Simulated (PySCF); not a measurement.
Gas-phase reaction: W2O6 + 4 Cl2 ⇌ 2 WOCl4 + 4 O

Method: PySCF energies (xtb for GFN2) plus ideal-gas RRHO corrections (1 bar). † marks an energy on the PBE0/def2-TZVP geometry and frequencies; other levels use their own. Open shells (unrestricted): O (multiplicity 3, electronic degeneracy 9); the rest are closed-shell singlets. GFN2 has no spin-polarisation term. Spin-orbit splitting is ignored; it lowers the true energy and changes the entropy of O. W: scalar-relativistic def2 core potential, no spin-orbit coupling. W2O6: computed as isolated molecules; such fragments, hydroxides, amides, oligomers or adducts are transient or little studied in the gas. The harmonic model lacks anharmonicity and excited electronic states, which grow with temperature; levels with a mode under 35 cm⁻¹ are left out. Soft modes under 120 cm⁻¹ make the harmonic entropy rough for W2O6, WOCl4.

```csv
level,"ΔE electronic, kJ","ΔH°(298 K), kJ","ΔS°(298 K), J/K","ΔG°(2000 K), kJ"
GFN2-xTB,1927,1925,127,1619
M06-2X/def2-TZVP†,939,929,137,589
PBE/def2-TZVP†,1074,1064,137,725
r2SCAN/def2-TZVP†,885,875,137,536
ωB97M-V/def2-TZVP†,931,921,137,582
ωB97X-V/def2-TZVP†,935,925,137,585
```
ΔH° is lowest at r2SCAN/def2-TZVP† and highest at GFN2-xTB. No reference value is set beside these.
